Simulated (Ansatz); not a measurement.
The cluster Bi2Te3⁻, relaxed as a doublet with UKS r2SCAN-D4/def2-SVPD in Ansatz, starting from the GFN2-xTB geometry. Force threshold 0.02 eV/Å.

In the def2 sets Bi, Te take a core potential; there is no spin–orbit coupling. The relaxation made no stability test and no search for a lower SCF solution. Another isomer (doublet) lies 0.37 eV lower at PBE0-D4/def2-TZVPD; other spin states weren't run for this one.

Start:

| atom | x (Å) | y (Å) | z (Å) |
| --- | --- | --- | --- |
| Bi1 | 1.551 | 0.351 | -0.986 |
| Bi2 | -1.435 | 0.661 | -1.014 |
| Te3 | -2.528 | -1.279 | 0.542 |
| Te4 | 2.214 | -1.791 | 0.551 |
| Te5 | 0.198 | 2.058 | 0.907 |

```tsv
step	energy (eV)	largest force component (eV/Å)	SCF passes
1	-33581.4132	0.879	22
2	-33581.5644	0.440	31
3	-33581.6022	0.093	25
4	-33581.6153	0.031	29
5	-33581.6158	0.015	25
```

Force components are those of the run's own axes.

End:

```xyz
5

Bi    1.658    0.300   -0.914
Bi   -1.553    0.634   -0.927
Te   -2.942   -1.254    0.481
Te    2.616   -1.832    0.505
Te    0.221    2.151    0.855
```

By distances, no bond broke or formed. The bond that changes most is Bi2–Te5, from 2.88 to 2.94 Å (atoms count from 1).

No frequencies were taken in this run, so the end may be a saddle point.

Hardware: 4 threads of Arm Neoverse V2 on a shared host. Wall time 50 s.
